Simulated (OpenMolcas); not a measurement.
Computed levels of 5d⁷ in ions with 75 electrons, in cm-1 above ⁴F_9/2.

```yaml
Program: OpenMolcas
Method: RASSCF
Basis: ANO-RCC-VQZP
Scalar_Hamiltonian: DKH2, point nucleus
Spin-orbit_coupling: state interaction with AMFI integrals over the reference wave functions, term energies averaged over their components
```

Active space for each ion: 13 electrons in 8 orbitals (RAS1 5p, at most 2 holes; RAS2 5d).

```
    Level   Ir2+   Au4+
   ⁴F_7/2   7594  11759
   ⁴F_5/2   9702  13209
   ⁴P_5/2  16515  21924
   ²G_9/2  17890  23458
   ⁴P_1/2  19801  26051
   ²G_7/2  23938  31998
  ²H_11/2  24375  31553
²D_5/2(1)  26674  36124
   ²P_1/2  30607  41810
```

Task: Estimate ⁴F_5/2, ⁴P_5/2, ²G_9/2 for Pt3+ from its neighbours Ir2+ and Au4+.

Result: ⁴F_5/2 is fine structure, which grows about as the fourth power of a screened charge, so the fourth roots are averaged: ((9702^0.25 + 13209^0.25) / 2)^4 = 11354. The calculation gives 11491, so the estimate is off by -1.2 %.
⁴P_5/2 is another term, which grows about linearly with the charge: (16515 + 21924) / 2 = 19220. The calculation gives 19111, so the estimate is off by +0.6 %.
²G_9/2 is another term, which grows about linearly with the charge: (17890 + 23458) / 2 = 20674. The calculation gives 20624, so the estimate is off by +0.2 %.

Mixed levels, with the weight of the term that names them: Ir2+ ⁴F_5/2 (74 %), Ir2+ ²G_9/2 (66 %), Ir2+ ⁴P_1/2 (69 %), Ir2+ ²P_1/2 (69 %), Pt3+ ⁴F_5/2 (66 %), Pt3+ ²G_9/2 (63 %), Pt3+ ⁴P_1/2 (67 %), Pt3+ ²D_5/2(1) (72 %), Pt3+ ²P_1/2 (67 %), Au4+ ⁴F_5/2 (57 %), Au4+ ²G_9/2 (60 %), Au4+ ⁴P_1/2 (65 %), Au4+ ²D_5/2(1) (69 %), Au4+ ²P_1/2 (65 %).

Without dynamic correlation excited terms often stand tens of per cent too high (terms of higher spin than the ground term too low), and those without a measured partner can miss by more than the paired ones. Active for correlation alone: 5p; no level in the range computed is led by a configuration that opens it, so any true level of that kind is missing. Levels of configurations outside the active space are missing.

A number in round brackets counts repeated terms of one configuration in the order of the reference energies.
